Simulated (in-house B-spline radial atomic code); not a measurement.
RPA and G0W0 for neutral arsenic, [Ar] 3d10 4s2 4p3, highest spin, as one setting changes: the highest l of the empty states. Start: PBE. A dash marks a level of low quasi-particle weight. Computed with an all-electron radial atomic-structure program (B-spline basis): all electrons, scalar-relativistic (spin-free one-electron X2C), finite nucleus, each spin shell either full or empty, empty states to the listed l with an (l + 1/2)⁻⁴ tail; G0W0 by contour deformation at full frequency.

```json
{"highest l of the empty states": "4", "RPA summed (Eh)": "-2.1502", "RPA extrapolated (Eh)": "-2.4374", "G0W0 level (eV)": "-"}
{"highest l of the empty states": "5", "RPA summed (Eh)": "?", "RPA extrapolated (Eh)": "?", "G0W0 level (eV)": "?"}
{"highest l of the empty states": "6", "RPA summed (Eh)": "-2.3356", "RPA extrapolated (Eh)": "-2.4395", "G0W0 level (eV)": "-"}
{"highest l of the empty states": "7", "RPA summed (Eh)": "-2.3674", "RPA extrapolated (Eh)": "-2.4325", "G0W0 level (eV)": "-"}
{"highest l of the empty states": "8", "RPA summed (Eh)": "-2.3849", "RPA extrapolated (Eh)": "-2.4264", "G0W0 level (eV)": "-"}
{"highest l of the empty states": "9", "RPA summed (Eh)": "-2.3953", "RPA extrapolated (Eh)": "-2.4233", "G0W0 level (eV)": "-"}
{"highest l of the empty states": "10", "RPA summed (Eh)": "?", "RPA extrapolated (Eh)": "?", "G0W0 level (eV)": "?"}
{"highest l of the empty states": "11", "RPA summed (Eh)": "-2.4061", "RPA extrapolated (Eh)": "-2.4205", "G0W0 level (eV)": "-"}
```

**Question.** What belongs in the row for 5?

**Answer.** RPA summed (Eh): -2.275; RPA extrapolated (Eh): -2.4489; G0W0 level (eV): -.

**Question.** What belongs in the row for 10?

**Answer.** RPA summed (Eh): -2.4018; RPA extrapolated (Eh): -2.4216; G0W0 level (eV): -.
